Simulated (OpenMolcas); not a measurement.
# Ionisation energies of sulfur

```yaml
Program: OpenMolcas 26.06
Basis: ANO-RCC-VTZP [5s4p2d1f]
Scalar_Hamiltonian: DKH2, point nucleus
Spin-orbit_coupling: state interaction with AMFI integrals over the reference wave functions, term energies averaged over their components
```

Active shells in each charge state: the valence s, p shells, with orbitals averaged over the low states. Where CASPT2's correlated closed shells are named, they are those of the first ion.

A. CASSCF
B. SS-CASPT2, IPEA 0.25 Eh, imaginary shift 0.1 Eh (closed shells correlated: 2s 2p)
C. SS-CASPT2, IPEA 0 Eh, imaginary shift 0.1 Eh (closed shells correlated: 2s 2p)
D. SS-CASPT2, IPEA 0.25 Eh, imaginary shift 0.1 Eh (closed shells correlated: none)

Energies in eV between the lowest computed levels, named as in B; reference values from the NIST Atomic Spectra Database with their kind.

```tsv
From	To	A	B	C	D	Spin-orbit share in B	Reference
S2+ 3s2 3p2 3P0	S3+ 3s2 3p 2P* 1/2	33.715	34.498	34.612	34.493	-0.008	34.860 (semi-empirical)
S3+ 3s2 3p 2P* 1/2	S4+ 3s2 1S0	46.016	46.889	47.002	46.881	+0.072	47.222 (semi-empirical)
S4+ 3s2 1S0	S5+ 3s 2S 1/2	72.178	72.291	72.292	72.255	+0.000	72.594 (measured)
S5+ 3s 2S 1/2	S6+ 2p6 1S0	87.580	87.647	87.648	87.580	+0.000	88.053 (measured)
```

Steps that some method lacks are left out, and so are those with a state whose active s or d shell is doubly occupied in every root (s and p with five to eight electrons, d10) over a frozen core shell of the same l, since the two then mix freely.

Error against the reference values, in %:

```csv
From,Reference,A,B,C,D
S2+,semi-empirical,-3.3,-1.0,-0.7,-1.1
S3+,semi-empirical,-2.6,-0.7,-0.5,-0.7
S4+,measured,-0.6,-0.4,-0.4,-0.5
S5+,measured,-0.5,-0.5,-0.5,-0.5
```

Mean absolute error over the 2 measured values: A 0.44 eV, B 0.36 eV, C 0.35 eV, D 0.41 eV.

* marks odd parity.
